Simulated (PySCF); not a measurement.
# Ionisation energy of Ar⁺ by level of theory

Ar⁺ [Ne] 3s2 3p5 (2P) → Ar²⁺ [Ne] 3s2 3p4 (3P), as a difference of total energies. Calculation: PySCF 2.14, in an uncontracted even-tempered set (23 s from 0.01 bohr⁻², ratio 2.5; 15 p from 0.013 bohr⁻², ratio 2.5; 6 d from 0.91 bohr⁻², ratio 2.7; 5 f from 1.4 bohr⁻², ratio 2.7); scalar relativity by spin-free X2C-1e. Correlated levels: outer shells: 1s2 frozen; virtual orbitals above 40 to 60 times the deepest correlated orbital energy dropped. The calculations carry no spin-orbit coupling.

| method | ionisation energy (eV) | plus first-order spin-orbit estimate | error of that sum (eV) |
| --- | --- | --- | --- |
| UHF | 26.346 | 26.340 | -1.290 |
| LDA | 27.811 | 27.804 | +0.174 |
| PBE | 27.579 | 27.572 | -0.058 |
| PBE0 | 27.590 | 27.583 | -0.047 |
| r2SCAN | 27.651 | 27.644 | +0.014 |
| B97-3 | 27.667 | 27.661 | +0.031 |
| r2SCAN0 | 27.617 | 27.611 | -0.019 |
| MP2 (outer shells) | 27.122 | 27.116 | -0.514 |
| SCS-MP2 (outer shells) | 27.118 | 27.111 | -0.519 |

Reference: 27.630 eV (measured; NIST Atomic Spectra Database, ionization energies).

A first-order spin-orbit estimate (lowest level to lowest level, LS coupling) adds -0.006 eV.
